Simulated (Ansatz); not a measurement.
SiBrF3, SMILES F[Si](F)(F)Br.

Geometry: r2SCAN-D4/def2-SVP.

Two levels are set side by side: PBE/def2-TZVPD (Ansatz, an electronic-structure program) and PBE0/def2-TZVPD (Ansatz). Energy differences of separate SCF runs at the same geometry; the states with an electron removed or added have multiplicity 2 and 2. Differences are taken from unrounded values.

| quantity | PBE0 | PBE | PBE minus PBE0 |
|---|---|---|---|
| vertical ionisation energy (eV) | 12.29 | 12.02 | -0.28 |
| vertical singlet–triplet gap (eV) | 7.18 | 6.89 | -0.29 |
